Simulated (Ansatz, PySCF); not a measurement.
C3H6FGa, SMILES C=[CH][Ga]([CH3])[F]. Atoms are numbered in the order given.

```xyz
11

Ga     0.1271     0.3085     0.1167
F      1.2032     1.6965    -0.0953
C     -1.0530     0.4140     1.6660
H     -1.7098    -0.4637     1.7580
H     -1.6791     1.3174     1.5941
H     -0.4513     0.5019     2.5846
C      0.3057    -1.0764    -1.2297
C     -0.4637    -2.1733    -1.1780
H      1.0306    -0.9863    -2.0484
H     -0.3942    -2.9790    -1.9208
H     -1.2084    -2.3247    -0.3854
```
Charge 0, spin multiplicity 1.

The structure is a stationary point at ωB97X-D3(BJ)/def2-SVP. The structure was generated by enumeration; whether it is a known compound was not checked. One conformer was computed; it need not be the lowest.

Two levels are set side by side: PBE-D3(BJ)/def2-SVP (Ansatz, an electronic-structure program) and ωB97X-D3(BJ)/def2-SVP (PySCF). Each level has its own optimised geometry; the coordinates shown are those of the second. Frequencies come from the Hessian of PySCF at each geometry. Differences are taken from unrounded values.

```csv
quantity,ωB97X-D3(BJ)
mean bond length (Å),1.360
bond Ga1–F2 (Å),1.769
bond Ga1–C3 (Å),1.951
bond Ga1–C7 (Å),1.940
bond C7–C8 (Å),1.341
bond C3–H4 (Å),1.100
bond C3–H5 (Å),1.102
bond C3–H6 (Å),1.102
bond C7–H9 (Å),1.097
bond C8–H10 (Å),1.098
bond C8–H11 (Å),1.098
highest harmonic wavenumber (cm⁻¹),3225
mean harmonic wavenumber (cm⁻¹),1307
zero-point energy (kcal/mol),50.43
```

Task: What does PBE-D3(BJ) give, and how far is it from ωB97X-D3(BJ)? (Estimate from the structure and the level; the computed values follow.)

Result: 
| quantity | PBE-D3(BJ) | PBE-D3(BJ) minus ωB97X-D3(BJ) |
|---|---|---|
| mean bond length (Å) | 1.369 | 0.010 |
| bond Ga1–F2 (Å) | 1.785 | 0.016 |
| bond Ga1–C3 (Å) | 1.964 | 0.014 |
| bond Ga1–C7 (Å) | 1.954 | 0.015 |
| bond C7–C8 (Å) | 1.350 | 0.009 |
| bond C3–H4 (Å) | 1.107 | 0.007 |
| bond C3–H5 (Å) | 1.108 | 0.007 |
| bond C3–H6 (Å) | 1.108 | 0.007 |
| bond C7–H9 (Å) | 1.105 | 0.008 |
| bond C8–H10 (Å) | 1.106 | 0.008 |
| bond C8–H11 (Å) | 1.105 | 0.007 |
| highest harmonic wavenumber (cm⁻¹) | 3121 | -104 |
| mean harmonic wavenumber (cm⁻¹) | 1255 | -51 |
| zero-point energy (kcal/mol) | 48.45 | -1.98 |

Exact exchange shortens and stiffens bonds; PBE has none. Differences between two approximate levels are no errors against the true value.
